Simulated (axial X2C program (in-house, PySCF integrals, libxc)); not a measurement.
F or S: which binds elements of chip processing more strongly?

Computed with an in-house all-electron X2C program for linear molecules (integrals from PySCF), spin-free (one-electron X2C) or two-component (2c: spin–orbit coupling with atomic mean-field Coulomb and Gaunt terms, which also bring small scalar terms), in Dyall basis sets with cores contracted in-house; open shells are unrestricted.

Level PBE0, spin-free. Dyall triple-zeta sets: BF v3z/av3z; BS v3z/av3z; AlF v3z/av3z; AlS v3z/av3z; PF v3z/av3z; PS v3z/av3z; GeF cv3z/av3z; GeS cv3z/av3z; AsF cv3z/av3z; AsS cv3z/av3z; InF cv3z/av3z; InS cv3z/av3z; SnF cv3z/av3z; SnS cv3z/av3z; SbF cv3z/av3z; SbS cv3z/av3z; HfF cv3z/av3z; HfS cv3z/av3z.

Diatomic bonds are a first guide to the radicals met in plasma etching, cleaning and deposition, though surfaces and higher halides or oxides behave in their own way.

```json
{"element M": "B", "state of MF": "M_S = 0, Λ = 0", "Re MF (Å)": "1.262", "D0 MF (eV)": "7.67", "state of MS": "M_S = 1/2, Λ = 0", "Re MS (Å)": "1.610", "D0 MS (eV)": "5.85"}
{"element M": "Al", "state of MF": "M_S = 0, Λ = 0", "Re MF (Å)": "1.675", "D0 MF (eV)": "6.65", "state of MS": "M_S = 1/2, Λ = 0", "Re MS (Å)": "2.039", "D0 MS (eV)": "4.10"}
{"element M": "P", "state of MF": "M_S = 1, Λ = 0", "Re MF (Å)": "1.606", "D0 MF (eV)": "4.59", "state of MS": "M_S = 1/2, Λ = 1", "Re MS (Å)": "1.901", "D0 MS (eV)": "4.30"}
{"element M": "Ge", "state of MF": "M_S = 1/2, Λ = 1", "Re MF (Å)": "1.753", "D0 MF (eV)": "5.13", "state of MS": "M_S = 0, Λ = 0", "Re MS (Å)": "2.011", "D0 MS (eV)": "5.55"}
{"element M": "As", "state of MF": "M_S = 1, Λ = 0", "Re MF (Å)": "1.741", "D0 MF (eV)": "4.15", "state of MS": "M_S = 1/2, Λ = 1", "Re MS (Å)": "2.012", "D0 MS (eV)": "3.83"}
{"element M": "In", "state of MF": "M_S = 0, Λ = 0", "Re MF (Å)": "1.995", "D0 MF (eV)": "5.41", "state of MS": "M_S = 1/2, Λ = 0", "Re MS (Å)": "2.275", "D0 MS (eV)": "3.22"}
{"element M": "Sn", "state of MF": "M_S = 1/2, Λ = 1", "Re MF (Å)": "1.949", "D0 MF (eV)": "4.83", "state of MS": "M_S = 0, Λ = 0", "Re MS (Å)": "2.207", "D0 MS (eV)": "4.92"}
{"element M": "Sb", "state of MF": "M_S = 1, Λ = 0", "Re MF (Å)": "1.921", "D0 MF (eV)": "4.09", "state of MS": "M_S = 1/2, Λ = 1", "Re MS (Å)": "2.208", "D0 MS (eV)": "3.44"}
{"element M": "Hf", "state of MF": "M_S = 1/2, Λ = 2", "Re MF (Å)": "1.850", "D0 MF (eV)": "6.71", "state of MS": "M_S = 0, Λ = 0", "Re MS (Å)": "2.151", "D0 MS (eV)": "6.12"}
```

Q: Work out the energy at 0 K of MF + S → MS + F for each element.

A: ΔE = D0(MF) − D0(MS) at PBE0, spin-free: B 1.82, Al 2.55, P 0.29, Ge -0.42, As 0.32, In 2.19, Sn -0.09, Sb 0.65, Hf 0.59 eV (negative: the exchange gives off energy).

Q: For which element is the exchange to S most and for which least favourable, and what is the energy of GeF + AlS → GeS + AlF?

A: Ge most (-0.42 eV), Al least (2.55 eV). The atoms cancel in the double exchange: ΔE = -0.42 − (2.55) = -2.97 eV, a figure less sensitive to errors in the atoms than D0 itself.

Each entry is the lowest single determinant of a limited PBE0 search at one distance. D0 = De minus the zero-point energy; De goes to single-determinant-based atoms at the same level (for ions the charge split of lowest energy) and is withheld (n/a) where an atom does not fit its ground term or J level. Main or longest-lived isotopes. One determinant is a doubtful description, or other states lie close, for PS, AsF, AsS, InS, SbF, SbS; these need not be ground states, and all values refer to the states named. The functionals have no current term, which raises determinants with orbital currents. These D0 were not checked against measured values; triple-zeta sets, frozen cores and single determinants leave errors of some tenths of an eV, more for transition metals.
